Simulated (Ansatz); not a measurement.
CH₃BClN. Total charge 0; spin multiplicity 1. The bonds changed during the relaxation, so this is another structure than the one it started from. The structure was optimised at the PBE0-D4/def2-TZVP level. It is one conformer, not always the lowest.

```xyz
7

B    -0.502    0.537    0.648
C     0.239   -0.436   -0.316
N     0.788   -1.153   -1.030
Cl   -0.005    2.240    0.111
H    -1.678    0.308    0.497
H    -0.117    0.249    1.757
H     1.275   -1.745   -1.667
```

Problem. What is the dipole moment at PBE/def2-TZVPP? (An estimate is asked.)

Solution. Ansatz gave: 6.22 D, with components (2.15, -5.06, -2.91) D in this frame, pointing from negative to positive charge.

Problem. And with r2SCAN, B3LYP, ωB97M-V? (Estimate.)

Solution. The calculation gave: r2SCAN 6.36 D, B3LYP 6.47 D, ωB97M-V 6.67 D.

Problem. Give the Mulliken charges with PBE, ωB97M-V, r2SCAN in def2-TZVPP. (Best estimate.)

Solution. Computed: 
```
atom    PBE  ωB97M-V  r2SCAN
  B1  -0.09    -0.29    0.00
  C2   0.11     0.25    0.15
  N3  -0.02    -0.03   -0.08
 Cl4  -0.26    -0.25   -0.29
  H5  -0.01     0.05   -0.03
  H6  -0.01     0.05   -0.03
  H7   0.28     0.24    0.27
```

B3LYP here is the variant with VWN-RPA as its local correlation; programs differ in this.
